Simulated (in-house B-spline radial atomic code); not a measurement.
# Mg V (Mg4+): [He] 2s2 2p3 3d1 (an excited or competing configuration)

Method: non-relativistic M06-2X, spin-polarised, spherical fractional occupations, point nucleus. Calculated with a B-spline radial code for spherical atoms.

Effective charges: Z_r = [3n² - l(l+1)]/(2<r>) from the radius, Z_e = n√(-2ε) from the energy, and Slater's rules. Values are occupation-weighted means over spin.

| shell | electrons | ε (eV) | <r> (bohr) | Z_r | Z_e | Slater |
| --- | --- | --- | --- | --- | --- | --- |
| 1s | 2 | -1422.9 | 0.1306 | 11.49 | 10.23 | 11.70 |
| 2s | 2 | -186.65 | 0.6336 | 9.47 | 7.41 | 8.90 |
| 2p | 3 | -162.69 | 0.5706 | 8.76 | 6.92 | 8.90 |
| 3d | 1 | -34.377 | 1.951 | 5.38 | 4.77 | 5.00 |

The least bound orbital is 3d up at -34.38 eV, and it is also the most diffuse (<r> = 1.951 bohr).

Caution: exact exchange at fractional occupations of open shells leaves self-interaction of up to several eV.
